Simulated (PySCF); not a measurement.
GaF₃, SMILES [F][Ga]([F])[F]. The structure is a stationary point at B3LYP-D3(BJ)/def2-SVP. The isomer is the one that the SMILES or the coordinates give; other isomers of the formula were not compared.

All values below come from B3LYP-D3(BJ)/def2-SVP (PySCF 2.14.0).

Harmonic wavenumbers (cm⁻¹): 186, 186, 200, 672, 768, 768. Rotational constants (GHz): 5.902, 5.902, 2.951; symmetry number 6.

Task: Work out the zero-point energy and the ideal-gas rigid-rotor harmonic-oscillator thermochemistry at 298.15 K and 1 atm.

Result: ZPE = ½ Σ hcν = ½ × 2780 cm⁻¹ = 3.97 kcal/mol. H − E(el) = 7.62 kcal/mol. Entropy in cal/(mol K): translation 40.42, rotation 21.99, vibration 7.47, total 69.89. G − E(el) = -13.22 kcal/mol. Cp = 15.80 cal/(mol K).
